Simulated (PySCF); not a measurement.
# Worked example: refractive index and permittivity of the vapour

Ru(O)3(OH)2 (H₂O₅Ru), SMILES [O]=[Ru](=[O])(=[O])([OH])[OH], multiplicity 1.

Geometry optimised at B3LYP-D3(BJ)/def2-SVP. The spin state was assumed, not searched. The def2 effective core potentials stand for the cores of Ru; spin–orbit coupling is left out. Other conformers were not sampled.

PBE/def2-TZVP (PySCF) gives a mean static polarisability of 61.7 bohr³ and a dipole moment of 2.21 D. Take an ideal gas at 298.15 K and 0.1 bar, whether or not the substance is that volatile.

Problem. Work out n − 1 in the optical limit and the static ε − 1.

Solution. 
Polarisability volume α' = 61.7 × 0.148185 = 9.14 Å³. Number density N = p/kT = 2.43e-6 Å⁻³.
Dilute limit of Lorentz–Lorenz: n − 1 = 2π N α' = 0.00014.
Orientation term of Debye: μ²/(3kT) = 8.098 Å³ × μ²(D²) = 39.55 Å³.
ε − 1 = 4π N (α' + μ²/3kT) = 0.0015. Orientation of the dipole supplies 81 % of the static response; it can't follow optical fields. Vibrational polarisation and dispersion are left out.
